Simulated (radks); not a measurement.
The numbers below are computed, except where a source is named.
Radial electron density D(r) = 4 pi r^2 rho(r) of an atom or ion with 46 electrons. Level of theory: Dirac Kohn-Sham, LDA (Slater exchange, VWN5 correlation), spin-unpolarised, spherical densities, finite nucleus; Fermi nuclear charge, rms radius of each element as measured or else 0.836 A^(1/3) + 0.57 fm (a radial shooting solver on a logarithmic mesh with Libxc functionals).

r (bohr),D(r) (e/bohr)
0.001329,2.586
0.001535,3.312
0.001759,4.173
0.002031,5.310
0.002346,6.728
0.002688,8.376
0.003104,10.51
0.003556,12.94
0.004107,16.01
0.004743,19.64
0.005434,23.62
0.006275,28.40
0.00719,33.40
0.008303,39.10
0.009589,45.02
0.01099,50.54
0.01269,55.94
0.01454,60.24
0.01679,63.51
0.01939,65.12
0.02221,64.97
0.02565,63.24
0.02939,60.66
0.03394,57.91
0.0392,56.39
0.04491,57.17
0.05186,60.93
0.05942,66.92
0.06862,74.32
0.07925,80.29
0.0908,82.30
0.1049,79.27
0.1211,71.84
0.1387,63.70
0.1602,57.89
0.1836,57.53
0.212,61.88
0.2448,66.78
0.2805,66.94
0.324,59.50
0.3712,46.84
0.4286,32.68
0.495,23.17
0.5672,20.35
0.655,21.74
0.7504,23.47
0.8667,22.79
1.001,19.10
1.147,14.16
1.324,9.041
1.517,5.259
1.752,2.611
2.024,1.125
2.318,0.4364
2.677,0.1324
3.068,0.03467
3.543,0.006423
4.091,0.0008635

What is the nuclear charge?

Answer. Z = 50. The innermost maximum, from 1s, lies near gamma/Z bohr with gamma = sqrt(1 - (Z/c)^2) = 0.931, here 0.0186 bohr (found: 0.0205), and its height grows with Z. The density is that of the tin ion Sn4+ in [Kr] 4d10; the configuration itself is not fixed sharply by these data, and Z only to a few units. D(r) has 4 maxima, at r = 0.0205, 0.0901, 0.263, 0.781 bohr, and minima at 0.0402, 0.174, 0.572 bohr, inside which lie 2.03, 11.23, 29.01 electrons.
